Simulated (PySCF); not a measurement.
**Bond length, frequency and bond energy of MgCd by level of theory**

State: ¹Σ⁺ (singlet), closed shell. Set-up: Mg def2-SVP, Cd def2-SVP with ECP28; scalar-relativistic core potentials (PySCF 2.14). De refers to Mg + Cd in their ground configurations, without counterpoise correction. A positive dipole means Mg(−)Cd(+). Levels whose curve was spin-contaminated or gave no clean fit are not listed.

| Level | Re (Å) | ωe (cm⁻¹) | De (eV) | μ (D) | CPU s a point (SCF and correlation, without the integrals) |
| --- | --- | --- | --- | --- | --- |
| RHF-MP2 | 3.942 | 36.2 | 0.052 | n/a | 0.093 |
| PBE | 3.465 | 70.4 | 0.103 | -0.05 | 0.44 |
| r²SCAN | 3.410 | 74.6 | 0.094 | -0.09 | 0.52 |
| PBE0 | 3.578 | 61.1 | 0.078 | 0.00 | 0.86 |
| B97-3 | 3.874 | 39.4 | 0.029 | -0.06 | 0.35 |
| MN15 | 3.657 | 52.1 | 0.114 | -0.35 | 0.54 |

The bond length runs from 3.410 Å (r²SCAN) to 3.942 Å (RHF-MP2). De spans 0.03 eV (B97-3, global hybrid GGA) to 0.11 eV (MN15, hybrid meta-GGA).

Correlated steps freeze 1 core orbital. Closed-shell solutions of metal pairs were not tested for spin polarisation, which can lower them a little. The bond is weak. Basis-set superposition, not corrected here, can be much of De in a small basis, most of all at correlated wavefunction levels. Functionals without a dispersion term scatter widely for such bonds, and LDA overbinds them.

The whole job (state search and all levels along the bond) took about 1.4 min on 1 thread of Oxide Virtual Turin-like (shared host), peak memory 0.6 GiB.
